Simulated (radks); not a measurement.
Tc+, 42 electrons, occupied as [Kr] 4d5 5s1.

All-electron calculation, Dirac Kohn-Sham, Slater X-alpha with alpha = 1.032, spin-unpolarised, spherical densities, finite nucleus; open shells are shared between the two j in proportion to 2j + 1; Fermi nuclear charge, rms radius 4.4112 fm. Program: a radial shooting solver on a logarithmic mesh with Libxc functionals.

Energy parts (eV):
total: -118200.354
kinetic: 122831.113
electron-nucleus: -284055.220
Hartree: 48147.393
exchange: -5123.640

Orbitals (lengths in bohr, moments of r in powers of bohr; r(90%) holds 90 % of the orbital's charge):
orbital  occ.  eigenvalue (eV)   <1/r>  r(90%)      <r^4>
1s1/2       2        -21041.75   44.80  0.0613  6.452e-06
2s1/2       2        -3039.763   10.26   0.230   0.001170
2p1/2       2        -2815.742   10.25   0.207  0.0007675
2p3/2       4        -2694.899   9.731   0.213  0.0008646
3s1/2       2        -547.3144   3.547   0.607    0.05774
3p1/2       2        -459.1388   3.455   0.609    0.05839
3p3/2       4        -438.6219   3.330   0.624    0.06437
3d3/2       4        -280.6017   3.158   0.619    0.06285
3d5/2       6        -276.5752   3.125   0.624    0.06486
4s1/2       2         -87.8599   1.324    1.51      2.240
4p1/2       2         -61.4170   1.209    1.66      3.261
4p3/2       4         -58.2642   1.171    1.70      3.613
4d3/2       2         -18.7405  0.8692    2.41      14.86
4d5/2       3         -18.3896  0.8600    2.44      15.48
5s1/2       1         -13.2327  0.4552    4.13      124.5

The highest occupied level is 5s1/2 at -13.233 eV. For comparison, the ionisation energy in NIST's Atomic Spectra Database is 15.260 eV (semi-empirical). In exact Kohn-Sham theory the highest level is minus the ionisation energy, but local and semilocal functionals leave it too shallow, through self-interaction and a potential that decays too fast; potentials with the right tail come closer. The density falls to 0.001 e/bohr^3 at r = 4.02 bohr. Summed over all electrons, <r^2> = 38.22 bohr^2, which gives a Langevin (diamagnetic) susceptibility term of -30.3 x 10^-6 cm^3/mol.

Beside tabulated values, note that spin-unpolarised runs miss the spin-polarisation part of the exchange energy of open shells.
